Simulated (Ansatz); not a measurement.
Gas-phase reaction R1 + R2 → P1, each structure at its B3LYP-D3(BJ)/def2-TZVP stationary point, reached from a drawn start (curvature not checked).
R1: SiH4 (SMILES [SiH4]), charge 0, multiplicity 1.
R2: SiH2 (SMILES [SiH2]), charge 0, multiplicity 1.
P1: Si2H6 (SMILES [SiH3][SiH3]), charge 0, multiplicity 1.

P less R. No zero-point or thermal terms.

Cores are frozen in the correlated methods.

Codes used: Ansatz (a first-principles code) with Gaussian orbitals. Each number belongs to the level named beside it.

Total energies in hartree:

```tsv
structure	PBE/def2-TZVPPD	B3LYP/def2-TZVPPD	CCSD(T)/aug-cc-pV(T+d)Z
R1	-291.721728	-291.917297	-291.442788
R2	-290.458463	-290.641769	-290.174376
P1	-582.273873	-582.644088	-581.705254
```

Work out the reaction energy at each level in kcal/mol (1 hartree = 627.50947 kcal/mol), and say how far PBE/def2-TZVPPD lies from CCSD(T)/aug-cc-pV(T+d)Z.


- PBE/def2-TZVPPD: (-582.273873) − (-291.721728) − (-290.458463) = -0.093682 hartree = -58.79 kcal/mol
- B3LYP/def2-TZVPPD: (-582.644088) − (-291.917297) − (-290.641769) = -0.085022 hartree = -53.35 kcal/mol
- CCSD(T)/aug-cc-pV(T+d)Z: (-581.705254) − (-291.442788) − (-290.174376) = -0.088090 hartree = -55.28 kcal/mol
PBE/def2-TZVPPD less CCSD(T)/aug-cc-pV(T+d)Z: -3.51 kcal/mol. CCSD(T)/aug-cc-pV(T+d)Z is the level counted from, the highest shown, and no exact or measured value.
